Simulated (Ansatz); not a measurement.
Geometry optimisation, UKS PBE/def2-SVP (Ansatz).

Input:

```yaml
crystal:
  periodic: [false, false, false]
  atoms:
    - { symbol: Ta, position_ang: [0.0, 0.0, 0.0] }
    - { symbol: F, position_ang: [2.18, 0.0, 0.0] }
    - { symbol: F, position_ang: [0.0, 0.0, 1.93] }
    - { symbol: F, position_ang: [0.0, 0.0, -1.93] }
    - { symbol: F, position_ang: [-0.965, 1.6714, 0.0] }
    - { symbol: F, position_ang: [-0.965, -1.6714, 0.0] }
    - { symbol: H, position_ang: [3.4, 0.0, 0.0] }
magnetization:
  spin_polarized: true
  initial_magnetization: 1
basis:
  gaussian: { orbitals: def2-SVP }
hamiltonian:
  xc: pbe
relax:
  f_tol: 0.15
  max_steps: 25
  restrain:
    - { distance: [1, 6], at: 2.12, k: 30.0 }
    - { distance: [0, 1], at: 1.93, k: 30.0 }
```

Command:

```bash
$ ansatz run input.yaml --threads 4 --pin off --max-ram 5120MiB --backend cpu --events-out ev --progress --plain --runs-dir out
```

Problem. Where does it end, and by what steps?

Solution. The forces met the threshold. The restraints hold the end off the free minimum; the threshold counts their pulls, which the force column leaves out. Restrained pairs: F2–H7 (1.22 → 2.13 Å), Ta1–F2 (2.18 → 1.90 Å). After 4 steps the energy has fallen by 1.175 eV (the restraints' own energy left out); H7 moved furthest, 0.57 Å.

| step | energy less start (eV) | largest force component (eV/Å) | accepted |
| --- | --- | --- | --- |
| 0 | 0.0000 | 1.748 | yes |
| 1 | -0.6287 | 2.961 | yes |
| 2 | -1.0672 | 1.884 | yes |
| 3 | -1.1646 | 1.213 | yes |
| 4 | -1.1747 | 1.058 | yes |

```xyz
7
Properties=species:S:1:pos:R:3
Ta -0.067 0.000 0.000
F 1.836 0.000 0.000
F -0.026 0.000 1.897
F -0.026 0.000 -1.897
F -1.017 1.608 0.000
F -1.017 -1.608 0.000
H 3.967 0.000 0.000
```

The run took 19 s on 4 threads of Arm Neoverse V2 (shared host), peak memory 0.26 GiB.
